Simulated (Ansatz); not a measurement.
Total energies of CH$_{6}$BGaOSeSi.

| atom | x (Å) | y (Å) | z (Å) |
| --- | --- | --- | --- |
| B1 | -0.4100 | 0.9183 | -0.9205 |
| Si2 | 1.1689 | -0.3147 | -0.6944 |
| C3 | 0.7757 | -1.1945 | 0.9587 |
| Se4 | 1.8664 | -2.4137 | 1.6434 |
| O5 | -0.3522 | -0.8526 | 1.5738 |
| Ga6 | -1.4671 | 0.4020 | 0.8617 |
| H7 | -0.4717 | 1.6976 | 0.1027 |
| H8 | -0.5911 | 1.6723 | -1.8281 |
| H9 | 1.2783 | -1.3334 | -1.7694 |
| H10 | 2.4619 | 0.4040 | -0.5630 |
| H11 | -2.7734 | 0.8040 | 1.5649 |
| H12 | -1.4855 | 0.2106 | -0.9298 |

Charge 0, multiplicity 1. Correlated methods include outer-core shells of Ga, Se, which these sets cover unevenly. Scalar relativity is left out up to krypton. The bonds changed during the relaxation, so this is another structure than the one it started from. All single points use the PBE0-D4/def2-TZVP geometry. It is one conformer, not always the lowest. Basis def2-TZVPP, Ansatz 0.2.0.

RPA on PBE orbitals: Hartree–Fock energy of these orbitals -4752.85886 Eh, correlation -1.83230 Eh (frozen core).

```json
{"functional": "revPBE", "kind": "GGA", "energy without D4 (Eh)": "-4757.30295", "D4 term (kJ/mol)": "-104.3"}
{"functional": "BLYP", "kind": "GGA", "energy without D4 (Eh)": "-4757.79631", "D4 term (kJ/mol)": "-85.7"}
{"functional": "r2SCAN", "kind": "meta-GGA", "energy without D4 (Eh)": "-4757.62644", "D4 term (kJ/mol)": "-9.4"}
{"functional": "B97M-V", "kind": "meta-GGA with VV10", "energy without D4 (Eh)": "-4756.85860", "D4 term (kJ/mol)": "–"}
{"functional": "PBE0", "kind": "global hybrid, 25 % exact exchange", "energy without D4 (Eh)": "-4756.92130", "D4 term (kJ/mol)": "-34.2"}
{"functional": "B3LYP", "kind": "global hybrid, 20 %", "energy without D4 (Eh)": "-4757.85405", "D4 term (kJ/mol)": "-65.3"}
{"functional": "r2SCANh", "kind": "meta-GGA hybrid, 10 %", "energy without D4 (Eh)": "-4757.60122", "D4 term (kJ/mol)": "-10.3"}
{"functional": "r2SCAN0", "kind": "meta-GGA hybrid, 25 %", "energy without D4 (Eh)": "-4757.56589", "D4 term (kJ/mol)": "-11.5"}
{"functional": "HSE06 (plane-wave form)", "kind": "screened hybrid", "energy without D4 (Eh)": "-4756.90981", "D4 term (kJ/mol)": "-32.4"}
{"functional": "CAM-B3LYP", "kind": "range-separated hybrid", "energy without D4 (Eh)": "-4757.92004", "D4 term (kJ/mol)": "-35.6"}
{"functional": "LC-ωPBE", "kind": "long-range corrected hybrid", "energy without D4 (Eh)": "-4756.97364", "D4 term (kJ/mol)": "–"}
{"functional": "ωB97X-V", "kind": "range-separated hybrid GGA with VV10", "energy without D4 (Eh)": "-4757.25768", "D4 term (kJ/mol)": "–"}
{"functional": "ωB97M-V", "kind": "range-separated hybrid meta-GGA with VV10", "energy without D4 (Eh)": "-4757.42416", "D4 term (kJ/mol)": "–"}
{"functional": "PBE-QIDH", "kind": "double hybrid", "energy without D4 (Eh)": "-4756.16102", "D4 term (kJ/mol)": "–"}
```

Problem. Give the same for LDA (SPW92), PBE, BHLYP, B2PLYP. (Estimate.)

Solution. Computed: 
| functional | kind | energy without D4 (Eh) | D4 term (kJ/mol) |
| --- | --- | --- | --- |
| LDA (SPW92) | LDA | -4748.95046 | – |
| PBE | GGA | -4756.77107 | -39.9 |
| BHLYP | global hybrid, 50 % | -4757.61929 | -56.4 |
| B2PLYP | double hybrid | -4756.76763 | – |

B3LYP takes the VWN-RPA correlation (the form of Gaussian; ORCA's B3LYP/G). HSE06 is the plane-wave form, built on full-range PBE exchange. The double hybrids freeze the cores in their second-order part.

LC-ωPBE has ω = 0.4 bohr⁻¹.
